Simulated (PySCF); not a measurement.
**Computed properties of Se(H)(OSiH3) (H₄OSeSi), SMILES [SiH3]O[SeH]**

H4OSeSi, SMILES [SiH3]O[SeH]. Coordinates come from a r2SCAN-D4/def2-SVP optimisation. Other conformers were not sampled. All values are computed for the isolated molecule unless a solvent is named; none is compared with measurement here.

**Structure.** All 15 harmonic modes at r2SCAN-D4/def2-SVP (PySCF) are real, so it is a minimum. With heavy atoms numbered as in [SeH:1][O:3][SiH3:4], the shortest bond between them is O3–Si4 at 1.687 Å and the longest Se1–O3 at 1.828 Å.

**Vibrations.** The strongest infrared lines (harmonic, unscaled, degenerate partners summed) lie at 981 cm⁻¹ (217 km/mol, H 93 %), 945 cm⁻¹ (126 km/mol, H 95 %), 2252 cm⁻¹ (124 km/mol, H 96 %). The softest mode is at 155 cm⁻¹ and the zero-point energy is 23.0 kcal/mol.

**Electronic structure.** CAM-B3LYP/def2-TZVPD (PySCF) places the frontier levels at -8.33 and -0.75 eV, a gap of 7.58 eV, and gives a dipole moment of 1.15 D and a mean polarisability of 60.1 bohr³.

**Excitations.** TDA-CAM-B3LYP/def2-SVPD (PySCF) has S1 at 3.57 eV (347 nm, f = 0.001, dark); the most intense of the 10 singlets computed lies at 7.70 eV (f = 0.06). T1 (TDA) is at 2.75 eV, 0.82 eV under S1. No vertical singlet excitation falls in the visible range (under 3.1 eV).

**NMR.** GIAO shifts at HF/pcSseg-1 (PySCF) (non-relativistic, atoms alike by connectivity averaged): ¹H from 4.6 to 8.6 ppm against TMS; ²⁹Si at -23.9 ppm against TMS.
